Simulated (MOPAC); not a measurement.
A run for MOPAC: AM1 on CH4O2Sn (a complex), monomers drawn apart or pushed together.

```
AM1 1SCF PRECISE CHARGE=0 THREADS=1
CH4O2Sn

Sn    -0.29400448 1     0.54737426 1    -0.04775112 1
H      0.94174952 1     0.11055974 1    -1.14051552 1
H     -1.47058180 1     1.49212606 1    -0.84733747 1
H     -1.02929679 1    -0.86100457 1     0.58325939 1
H      0.37245203 1     1.44503887 1     1.24546580 1
O      2.03538991 1    -2.45932050 1     5.50197693 1
C      1.12333190 1    -2.07718785 1     6.10847497 1
O      0.21178580 1    -1.69512926 1     6.71395739 1
```

It printed:

```
*******************************************************************************
 **                                                                           **
 **                              MOPAC v23.2.5                                **
 **                                                                           **
 *******************************************************************************
 ** MOPAC's Digital Object Identifier: https://doi.org/10.5281/zenodo.6511958 **
 **                                                                           **
 ** Please cite the open-source release paper for use of this MOPAC version:  **
 ** J. E. Moussa and J. J. P. Stewart (2026)                                  **
 ** MOPAC: An open-source semiempirical molecular orbital program             **
 ** J. Open Source Softw., 11(119), 8025, https://doi.org/10.21105/joss.08025 **
 *******************************************************************************

                              AM1 CALCULATION RESULTS

 *******************************************************************************
 *  AM1        - The AM1 Hamiltonian to be used
 *
 *
 *
 *                 CHARGE ON SYSTEM = 0
 *
 *
 *
 *  PRECISE    - TIGHTER CRITERIA TO BE USED
 *  1SCF       - DO 1 SCF AND THEN STOP
 *  THREADS=1  - MULTI-THREADING NOT USED
 *  T=         - A TIME OF 172800.0 SECONDS REQUESTED
 *  DUMP=N     - RESTART FILE WRITTEN EVERY 7200.0 SECONDS REQUESTED
 *******************************************************************************
AM1 1SCF PRECISE CHARGE=0 THREADS=1
 CH4O2Sn

   ATOM   CHEMICAL          X               Y               Z
  NUMBER   SYMBOL      (ANGSTROMS)     (ANGSTROMS)     (ANGSTROMS)

     1      Sn         -0.29400448  *   0.54737426  *  -0.04775112  *
     2       H          0.94174952  *   0.11055974  *  -1.14051552  *
     3       H         -1.47058180  *   1.49212606  *  -0.84733747  *
     4       H         -1.02929679  *  -0.86100457  *   0.58325939  *
     5       H          0.37245203  *   1.44503887  *   1.24546580  *
     6       O          2.03538991  *  -2.45932050  *   5.50197693  *
     7       C          1.12333190  *  -2.07718785  *   6.10847497  *
     8       O          0.21178580  *  -1.69512926  *   6.71395739  *



          CARTESIAN COORDINATES

    NO.       ATOM           X           Y           Z

     1        Sn         -0.2940      0.5474     -0.0478
     2         H          0.9417      0.1106     -1.1405
     3         H         -1.4706      1.4921     -0.8473
     4         H         -1.0293     -0.8610      0.5833
     5         H          0.3725      1.4450      1.2455
     6         O          2.0354     -2.4593      5.5020
     7         C          1.1233     -2.0772      6.1085
     8         O          0.2118     -1.6951      6.7140

  H: (AM1): M.J.S. DEWAR ET AL, J. AM. CHEM. SOC. 107 3902-3909 (1985)
  C: (AM1): M.J.S. DEWAR ET AL, J. AM. CHEM. SOC. 107 3902-3909 (1985)
  O: (AM1): M.J.S. DEWAR ET AL, J. AM. CHEM. SOC. 107 3902-3909 (1985)
 Sn: (AM1): J. J. P. STEWART, J. MOL. MOD., 10, 155-164 (2004)

           Empirical Formula: C H4 O2 Sn  =     8 atoms



      MOLECULAR POINT GROUP   :   Cs


      RHF CALCULATION, NO. OF DOUBLY OCCUPIED LEVELS = 12


 -------------------------------------------------------------------------------
 AM1 1SCF PRECISE CHARGE=0 THREADS=1
 CH4O2Sn



     1SCF WAS SPECIFIED, SO BFGS WAS NOT USED
     SCF FIELD WAS ACHIEVED


                              AM1 CALCULATION
                                                       MOPAC v23.2.5 Linux




          FINAL HEAT OF FORMATION =        -43.88836 KCAL/MOL =    -183.62888 KJ/MOL


          COSMO AREA              =        151.18 SQUARE ANGSTROMS
          COSMO VOLUME            =        119.31 CUBIC ANGSTROMS

          IONIZATION POTENTIAL    =         10.643070 EV
          HOMO LUMO ENERGIES (EV) =        -10.643 -0.183
          NO. OF FILLED LEVELS    =         12
          MOLECULAR WEIGHT        =        166.7314         POINT GROUP:  Cs

          MOLECULAR DIMENSIONS (Angstroms)

            Atom       Atom       Distance
            O     8    H     3     8.37628
            H     5    H     4     2.77871
            H     2    O     8     2.69410


          SCF CALCULATIONS        =          1





   ATOM   CHEMICAL          X               Y               Z
  NUMBER   SYMBOL      (ANGSTROMS)     (ANGSTROMS)     (ANGSTROMS)

     1      Sn         -0.29400448  *   0.54737426  *  -0.04775112  *
     2       H          0.94174952  *   0.11055974  *  -1.14051552  *
     3       H         -1.47058180  *   1.49212606  *  -0.84733747  *
     4       H         -1.02929679  *  -0.86100457  *   0.58325939  *
     5       H          0.37245203  *   1.44503887  *   1.24546580  *
     6       O          2.03538991  *  -2.45932050  *   5.50197693  *
     7       C          1.12333190  *  -2.07718785  *   6.10847497  *
     8       O          0.21178580  *  -1.69512926  *   6.71395739  *

                             CARTESIAN COORDINATES

   1   Sn       -0.294004480     0.547374260    -0.047751120
   2    H        0.941749520     0.110559740    -1.140515520
   3    H       -1.470581800     1.492126060    -0.847337470
   4    H       -1.029296790    -0.861004570     0.583259390
   5    H        0.372452030     1.445038870     1.245465800
   6    O        2.035389910    -2.459320500     5.501976930
   7    C        1.123331900    -2.077187850     6.108474970
   8    O        0.211785800    -1.695129260     6.713957390


           Empirical Formula: C H4 O2 Sn  =     8 atoms



      MOLECULAR POINT GROUP   :   Cs


                  EIGENVALUES
 -42.03039 -40.51506 -22.64791 -18.79113 -18.79070 -18.43003 -18.01154 -13.28808
 -13.28788 -10.68562 -10.66954 -10.64307  -0.18260   1.17246   1.17302   2.38667
   3.76847   3.79056   3.80388   6.64418


              NET ATOMIC CHARGES AND DIPOLE CONTRIBUTIONS

  ATOM NO.   TYPE          CHARGE      No. of ELECS.   s-Pop       p-Pop
    1         Sn           1.066473        2.9335     1.38279     1.55074
    2          H          -0.263086        1.2631     1.26309
    3          H          -0.264993        1.2650     1.26499
    4          H          -0.269152        1.2692     1.26915
    5          H          -0.269242        1.2692     1.26924
    6          O          -0.206069        6.2061     1.90097     4.30510
    7          C           0.410916        3.5891     1.22205     2.36704
    8          O          -0.204848        6.2048     1.90068     4.30417
 DIPOLE           X         Y         Z       TOTAL
 POINT-CHG.     0.019     0.012    -0.085     0.088
 HYBRID        -0.004    -0.001     0.012     0.013
 SUM            0.015     0.011    -0.073     0.075


          ATOMIC ORBITAL ELECTRON POPULATIONS

     Atom    s        px        py        pz
    1 Sn   1.38279   0.51714   0.51611   0.51749
    2  H   1.26309
    3  H   1.26499
    4  H   1.26915
    5  H   1.26924
    6  O   1.90097   1.27200   1.56388   1.46921
    7  C   1.22205   0.82335   0.76194   0.78174
    8  O   1.90068   1.27168   1.56302   1.46946

 **********************
 *                    *
 * JOB ENDED NORMALLY *
 *                    *
 **********************




 == MOPAC DONE ==
```

The run finished.

Cost: roughly 0.04 core-seconds.
